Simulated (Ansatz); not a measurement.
Basis sets compared for the cluster B3F2. Charge 0, multiplicity 2. Geometry PBE-D4/def2-SVP. Ansatz on 4 threads of Arm Neoverse V1 on a shared host; times are rough, and most runs start from earlier orbitals.

```xyz
5

B    -0.0005    0.0009   -0.0014
B     1.4447    0.1763   -0.4496
B    -1.4449   -0.1763    0.4489
F     2.6721    0.3255   -0.8298
F    -2.6714   -0.3264    0.8318
```

At HF/6-31G, HF/def2-TZVP the charge 0 doublet is spin-contaminated (final ⟨S²⟩ up to 1.04, 0.75 for a pure state). The structure comes from a short search, and lower isomers may exist.

Binding counts from free atoms (B doublet, F doublet) in the same basis, without a counterpoise term.

```tsv
level	functions	energy (Eh)	HOMO (eV)	LUMO (eV)	binding per atom (eV)	wall time
HF/6-31G	45	-272.8073	-7.65	0.66	2.87	1.5 s
HF/def2-TZVP	155	-273.0156	-7.92	0.37	3.24	4 s
PBE-D4/def2-SVP	70	-273.6925	-4.78	-4.43	4.73	2.5 s
PBE-D4/def2-TZVP	155	-274.0164	-4.91	-4.52	4.61	5.5 s
r2SCAN-D4/def2-TZVP (with forces)	155	-274.1895	-5.07	-4.15	4.48	40 s
PBE0-D4/def2-SVP	70	-273.6956	-5.74	-3.44	4.51	3.1 s
PBE0-D4/def2-TZVP	155	-274.0203	-5.82	-3.49	4.42	7 s
```

(1) Estimate the rows for PBE-D4/def2-TZVPD, r2SCAN-D4/def2-TZVPD, PBE0-D4/def2-TZVPD.

Answers

(1) 
```json
{"level": "PBE-D4/def2-TZVPD", "functions": "191", "energy (Eh)": "-274.0173", "HOMO (eV)": "-4.93", "LUMO (eV)": "-4.53", "binding per atom (eV)": "4.60", "wall time": "29 s"}
{"level": "r2SCAN-D4/def2-TZVPD", "functions": "191", "energy (Eh)": "-274.1901", "HOMO (eV)": "-5.07", "LUMO (eV)": "-4.15", "binding per atom (eV)": "4.48", "wall time": "18 s"}
{"level": "PBE0-D4/def2-TZVPD", "functions": "191", "energy (Eh)": "-274.0209", "HOMO (eV)": "-5.82", "LUMO (eV)": "-3.50", "binding per atom (eV)": "4.42", "wall time": "36 s"}
```
